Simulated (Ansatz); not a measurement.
The cluster Al₂F₂: single points at one geometry.

```yaml
crystal:
  periodic: [false, false, false]
  atoms:
    - {symbol: Al, position_ang: [-1.462350, -0.131607, -0.299597]}
    - {symbol: Al, position_ang: [1.463972, 0.131642, 0.304433]}
    - {symbol: F, position_ang: [-2.214645, 1.337565, -0.092728]}
    - {symbol: F, position_ang: [2.213023, -1.337600, 0.087893]}
basis:
  gaussian: {orbitals: def2-TZVP, initial_orbitals: start.molden}
magnetization: {spin_polarized: true, initial_magnetization: 0}
hamiltonian: {xc: r2scan, dispersion: d4}
scf: {omitted_lower_state_checks: [starts]}
output: {orbitals: {seedname: orbitals}}
```

The file start.molden holds the orbitals of an earlier run on this structure, at another level or in another basis.

```sh
$ ansatz run in.yaml --threads 4 --pin off --events-out ev --progress --plain --max-ram 3916MiB
```

Output, abridged:

```
Functional definition: r2SCAN
830 factors; their error is unknown
mean field evaluation 1: about -18629.7219 eV, gradient 4.4e0 eV
mean field evaluation 2: about -18629.7547 eV, gradient 7.1e-2 eV
mean field evaluation 4: about -18629.7493 eV, gradient 1.6e-4 eV
mean field -18629.74929992 eV, -684.6306590743 hartree, gradient 2.1e-5 eV, S^2 0.000000; 0 other end points of the search recorded, 0 dependent functions left out
reference -18629.74931432 eV, -684.6306596035 hartree; 22, 22 occupied and 114, 114 virtual orbitals, 830 factors
Total energy: -18629.77102397 eV, -684.6314574185 hartree
Checks for a lower state left out: starts
```

Run time 3.2 s (4 threads of Arm Neoverse V1 on a shared host).

The first input with `hamiltonian: {xc: pbe, dispersion: d4}` (abridged; 1.2 s):

```
Functional definition: PBE
mean field -18621.24539788 eV, -684.3181464385 hartree, gradient 2.6e-5 eV, S^2 0.000000
Total energy: -18621.34956877 eV, -684.3219746482 hartree
Checks for a lower state left out: starts
```

The first input with `hamiltonian: {xc: pbe0, dispersion: d4}` and without the key `scf` (abridged; 2.7 s):

```
Functional definition: PBE0
mean field evaluation 16: about -18622.1706 eV, gradient 6.5e-2 eV
mean field -18622.17064900 eV, -684.3521487901 hartree, gradient 9.4e-6 eV, S^2 0.000000; 3 other end points of the search recorded, 0 dependent functions left out
Total energy: -18622.26009882 eV, -684.3554360103 hartree
```

Geometry: r2SCAN-D4/def2-TZVP, that of the neutral singlet.

The structure comes from a short search, and lower isomers may exist.
